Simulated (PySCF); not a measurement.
A PySCF script (with the pyscf-properties extension) for the NMR shieldings of `N#CC[Si](N)(C#N)C#N`, C4H4N4Si, on a GFN2-xTB geometry:

```python
import basis_set_exchange as bse
import numpy as np
from pyscf import gto, dft
from pyscf.prop import nmr

atoms = """
N    -2.284164   -1.846451   -1.071176
C    -1.752106   -0.834701   -1.029849
C    -1.049945    0.405422   -0.920212
Si    0.467129    0.174768    0.223576
N    -0.007759   -0.727614    1.592234
C     1.075652    1.840857    0.810821
N     1.454384    2.860935    1.163021
C     1.880008   -0.496069   -0.813721
N     2.741143   -0.916717   -1.439580
H    -1.726594    1.153638   -0.503922
H    -0.747637    0.734322   -1.915874
H     0.597065   -0.850182    2.387814
H    -0.651564   -1.497722    1.499139
"""
names = dict.fromkeys(["N", "C", "Si", "H"], "pcSseg-1")
basis = {el: gto.basis.parse(bse.get_basis(n, elements=[el], fmt="nwchem")) for el, n in names.items()}
mol = gto.M(atom=atoms, basis=basis, charge=0, verbose=0)
mf = dft.RKS(mol, xc="PBE0")
mf.grids.level = 2
mf.grids.alignment = dft.numint.BLKSIZE   # the property module wants whole blocks of grid points
mf.conv_tol = 1e-9
mf.kernel()

calc = nmr.RKS(mf)   # GIAO
C = mf.mo_coeff
Co = C[:, mf.mo_occ > 0]
resp = mf.gen_response(singlet=True, hermi=2)
def vind(x):   # induced exchange potential for any number of trial vectors
    d = np.einsum("pi,xij,qj->xpq", C, 2 * x.reshape(-1, C.shape[1], Co.shape[1]), Co, optimize=True)
    return np.einsum("xpq,pi,qj->xij", resp(d - d.transpose(0, 2, 1)), C, Co, optimize=True).ravel()
mo1, _ = nmr.rhf.solve_mo1(calc, with_cphf=vind)
sigma = calc.kernel(mo1)
for i, s in enumerate(sigma):   # ppm
    print("%2d %-2s %9.2f" % (i, mol.atom_pure_symbol(i), np.trace(s) / 3))
```

Q: What are the results?

A: 
```
 0 N     -37.29
 1 C      68.47
 2 C     182.81
 3 Si    418.87
 4 N     244.89
 5 C      65.29
 6 N     -97.62
 7 C      64.27
 8 N     -95.52
 9 H      29.61
10 H      29.72
11 H      30.14
12 H      29.62
```

These numbers come from an equivalent density-fitted implementation of the same equations, which agrees with the script to about 0.01 ppm for H and up to a few tenths of a ppm for heavy atoms, so last digits may differ.

Q: Turn these shieldings into chemical shifts. Scale: ¹⁵N (σ = 267.73 ppm) vs NH3; TMS for ¹³C (σ = 186.93 ppm) and ²⁹Si (σ = 349.16 ppm) and ¹H (σ = 31.72 ppm) (reference shieldings calculated alike).

A: Averaging equivalent atoms: N 6/8: 364.3; N 0: 305.0; N 4: 22.8; C 5/7: 122.1; C 1: 118.5; C 2: 4.1; Si 3: -69.7; H 9/10: 2.05; H 11/12: 1.83 ppm. Experimental scales use liquid or dissolved standards, which lie at an offset from isolated NH3 (liquid NH3: subtract about 20 ppm). Unscaled 15N shifts of sp2 nitrogen come out 20 to 40 ppm too high even then.

Size and cost of the density-fitted run: 180 basis functions, 50 s wall time on 1 thread of an Arm Neoverse N1, shared host; peak memory 0.81 GiB.
